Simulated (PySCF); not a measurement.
## Calculated data, F2HSi

All values are calculated (PySCF 2.14.0). Calculation on a computer-drawn molecule: vertical ionisation energy to the stated ion spin, frozen-core CCSD(T) at the basis limit and cheaper methods, single-reference cases, UHF for radicals, no spin-orbit; all values are single points at the evaluated structure, the first of each entry, which is the reference or a displaced copy of it and isn't optimised; the reference structure only sets the zero of the energies above reference; triples share is (T) over the correlation energy.

Common to all runs: charge 0; multiplicity 2; ion multiplicity 1; diffuse functions no; basis cc-pV(n+d)Z; reference is the Hartree-Fock double-zeta minimum; best is HF at quadruple zeta + MP2 correlation extrapolated from triple and quadruple zeta + CCSD(T) minus MP2 at triple zeta; basis step is the size of the change from the same recipe one zeta lower.

```json
{"entry": 1, "formula": "F2HSi", "evaluated_structure": {"atoms_angstrom": [["F", -1.8287, -1.8245, -4.3293], ["Si", -0.7524, -0.9982, -3.57], ["F", -1.1638, 0.5678, -3.4674], ["H", -0.8211, -1.4872, -2.1306]]}, "reference_structure": {"atoms_angstrom": [["F", -1.8542, -1.7763, -4.3793], ["Si", -0.7455, -1.0188, -3.4987], ["F", -1.157, 0.5331, -3.4733], ["H", -0.8172, -1.5381, -2.1197]]}, "given": {"drawn_bonds_atom": [1, 2, 2], "drawn_bonds_other_atom": [2, 3, 4], "drawn_bonds_order": [1, 1, 1]}, "results": {"ionisation_energy_best [eV]": 9.692, "ionisation_energy_basis_step [eV]": 0.06587, "energy_above_reference_best [kcal/mol]": 1.587, "energy_above_reference_basis_step [kcal/mol]": 0.1867, "triple_zeta_method": ["HF", "PBE", "r2SCAN", "B3LYP", "wB97X", "MP2", "CCSD", "CCSD(T)"], "triple_zeta_ionisation_energy [eV]": [9.737, 9.46, 9.723, 9.708, 9.651, 9.533, 9.633, 9.569], "triple_zeta_energy_above_reference [kcal/mol]": [1.433, 1.467, 1.404, 1.513, 1.448, 1.795, 1.574, 1.593], "total_energy_HF_triple_zeta [hartree]": -488.5725, "total_energy_CCSD(T)_triple_zeta [hartree]": -489.1997, "total_energy_best [hartree]": -489.3204, "T1_diagnostic_at_triple_zeta": 0.01423, "D1_diagnostic_at_triple_zeta": 0.05111, "spin_squared_at_triple_zeta": 0.7551, "ion_T1_diagnostic_at_triple_zeta": 0.01872, "ion_D1_diagnostic_at_triple_zeta": 0.06361, "triples_share_at_triple_zeta": 0.0283, "basis_functions_triple_zeta": 113, "dipole_magnitude_HF_at_triple_zeta [debye]": 1.457, "dipole_magnitude_CCSD_unrelaxed_at_triple_zeta [debye]": 1.182, "dipole_magnitude_PBE_at_triple_zeta [debye]": 0.995, "dipole_magnitude_r2SCAN_at_triple_zeta [debye]": 1.071, "dipole_magnitude_B3LYP_at_triple_zeta [debye]": 1.165, "dipole_magnitude_wB97X_at_triple_zeta [debye]": 1.159}}
{"entry": 2, "formula": "F2HSi", "evaluated_structure": {"atoms_angstrom": [["F", -1.8287, -1.8245, -4.3293], ["Si", -0.7524, -0.9982, -3.57], ["F", -1.1772, 0.619, -3.464], ["H", -0.8211, -1.4872, -2.1306]]}, "reference_structure": {"atoms_angstrom": [["F", -1.8542, -1.7763, -4.3793], ["Si", -0.7455, -1.0188, -3.4987], ["F", -1.157, 0.5331, -3.4733], ["H", -0.8172, -1.5381, -2.1197]]}, "given": {"drawn_bonds_atom": [1, 2, 2], "drawn_bonds_other_atom": [2, 3, 4], "drawn_bonds_order": [1, 1, 1]}, "results": {"ionisation_energy_best [eV]": 9.806, "ionisation_energy_basis_step [eV]": 0.0703, "energy_above_reference_best [kcal/mol]": 3.626, "energy_above_reference_basis_step [kcal/mol]": 0.09103, "triple_zeta_method": ["HF", "PBE", "r2SCAN", "B3LYP", "wB97X", "MP2", "CCSD", "CCSD(T)"], "triple_zeta_ionisation_energy [eV]": [9.868, 9.561, 9.83, 9.819, 9.768, 9.644, 9.75, 9.68], "triple_zeta_energy_above_reference [kcal/mol]": [4.454, 2.643, 3.278, 3.196, 3.302, 3.722, 3.759, 3.602], "total_energy_HF_triple_zeta [hartree]": -488.5677, "total_energy_CCSD(T)_triple_zeta [hartree]": -489.1965, "total_energy_best [hartree]": -489.3172, "T1_diagnostic_at_triple_zeta": 0.0146, "D1_diagnostic_at_triple_zeta": 0.0524, "spin_squared_at_triple_zeta": 0.7552, "ion_T1_diagnostic_at_triple_zeta": 0.01949, "ion_D1_diagnostic_at_triple_zeta": 0.06658, "triples_share_at_triple_zeta": 0.02867, "basis_functions_triple_zeta": 113, "dipole_magnitude_HF_at_triple_zeta [debye]": 1.696, "dipole_magnitude_CCSD_unrelaxed_at_triple_zeta [debye]": 1.403, "dipole_magnitude_PBE_at_triple_zeta [debye]": 1.207, "dipole_magnitude_r2SCAN_at_triple_zeta [debye]": 1.289, "dipole_magnitude_B3LYP_at_triple_zeta [debye]": 1.383, "dipole_magnitude_wB97X_at_triple_zeta [debye]": 1.387}}
{"entry": 3, "formula": "F2HSi", "evaluated_structure": {"atoms_angstrom": [["F", -1.8516, -1.8143, -4.3149], ["Si", -0.7159, -1.0532, -3.5598], ["F", -1.0814, 0.5013, -3.41], ["H", -0.8307, -1.5491, -2.069]]}, "reference_structure": {"atoms_angstrom": [["F", -1.8542, -1.7763, -4.3793], ["Si", -0.7455, -1.0188, -3.4987], ["F", -1.157, 0.5331, -3.4733], ["H", -0.8172, -1.5381, -2.1197]]}, "given": {"drawn_bonds_atom": [1, 2, 2], "drawn_bonds_other_atom": [2, 3, 4], "drawn_bonds_order": [1, 1, 1]}, "results": {"ionisation_energy_best [eV]": 9.77, "ionisation_energy_basis_step [eV]": 0.06689, "energy_above_reference_best [kcal/mol]": 2.625, "energy_above_reference_basis_step [kcal/mol]": 0.2653, "triple_zeta_method": ["HF", "PBE", "r2SCAN", "B3LYP", "wB97X", "MP2", "CCSD", "CCSD(T)"], "triple_zeta_ionisation_energy [eV]": [9.844, 9.539, 9.808, 9.794, 9.747, 9.622, 9.716, 9.649], "triple_zeta_energy_above_reference [kcal/mol]": [2.666, 2.126, 2.241, 2.385, 2.354, 3.099, 2.652, 2.639], "total_energy_HF_triple_zeta [hartree]": -488.5705, "total_energy_CCSD(T)_triple_zeta [hartree]": -489.1981, "total_energy_best [hartree]": -489.3188, "T1_diagnostic_at_triple_zeta": 0.01446, "D1_diagnostic_at_triple_zeta": 0.05298, "spin_squared_at_triple_zeta": 0.7567, "ion_T1_diagnostic_at_triple_zeta": 0.01897, "ion_D1_diagnostic_at_triple_zeta": 0.06487, "triples_share_at_triple_zeta": 0.02836, "basis_functions_triple_zeta": 113, "dipole_magnitude_HF_at_triple_zeta [debye]": 1.49, "dipole_magnitude_CCSD_unrelaxed_at_triple_zeta [debye]": 1.2, "dipole_magnitude_PBE_at_triple_zeta [debye]": 0.9898, "dipole_magnitude_r2SCAN_at_triple_zeta [debye]": 1.077, "dipole_magnitude_B3LYP_at_triple_zeta [debye]": 1.171, "dipole_magnitude_wB97X_at_triple_zeta [debye]": 1.158}}
```
